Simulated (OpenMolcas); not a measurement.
# Ag2+ in a point-charge field

Ag2+ among 6 point charges of -1.7 e arranged as an octahedron (Oh), 2.46 Å from the ion.

```json
{"Program": "OpenMolcas 26.06", "Method": "CASSCF", "Basis": "ANO-RCC-VDZP [6s5p3d1f]", "Scalar Hamiltonian": "DKH2, point nucleus", "Active space": "9 electrons in 5 orbitals (4d)", "State averaging": "2S+1 = 2 even, 5 roots", "Spin-orbit coupling": "RASSI with atomic mean-field integrals over the reference wave functions"}
```

The lowest spin-free states (labels of O, the rotations of Oh), above the lowest:

```csv
State,Degeneracy,E (cm-1),Free-ion L (%)
2E,2,0.0,D (100)
2T2,3,2745,D (100)
```

The lowest levels with spin-orbit coupling:

| E (cm-1) | Degeneracy | Label | 2S+1 | g |
| --- | --- | --- | --- | --- |
| 0.0 | 4 | Γ8 | 2 |  |
| 2012 | 2 | Γ7 | 2 | 2.00 2.00 2.00 |
| 5813 | 4 | Γ8 | 2 |  |

Powder χT (cm3 K/mol): 0.941 at 2 K, 0.944 at 10 K, 0.959 at 50 K, 0.978 at 100 K, 1.02 at 200 K, 1.05 at 300 K. The effective moment at 300 K is 2.828 √(χT) = 2.90 μB.

The lowest level has 2S+1 = 2, for which the spin-only value is χT = S(S+1) / 2 = 0.375 cm3 K/mol (g = 2). The computed 1.054 at 300 K differs by +0.679, through orbital momentum, spin-orbit coupling and any other state in reach.

The gap between the two states is 10Dq = 2745 cm-1.

An orbital doublet at a regular site is open to a Jahn-Teller distortion, which this geometry leaves out. The ground term spreads over less than 5000 cm-1, several times less than with real ligands, so orbital moments are less quenched and χT lies further from the spin-only value than at real sites. This is an electrostatic model: the charges have no orbitals. No measured value stands beside these numbers.

The RASSCF and RASSI steps took 1.6 s on 1 thread of Arm Neoverse V1, with other jobs on the host; the integral step is not counted.
